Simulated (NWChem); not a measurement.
Molecule: AlO, doublet; SMILES [O]=[Al]

Results from NWChem. Pople sets run with spherical d functions. Spin-unrestricted. Geometry: optimised at PBE0/def2-SVP, spin-unrestricted. No stability test was run on the SCF state.

Q: Estimate the computed values for PW91/6-31G*. Quantities: highest occupied level (eV); lowest empty minus highest occupied level, either spin (eV); dipole (D); <S²>.

A: 
- highest occupied level (eV): -6.38
- lowest empty minus highest occupied level, either spin (eV): 1.16
- dipole (D): 3.46
- <S²>: 0.754
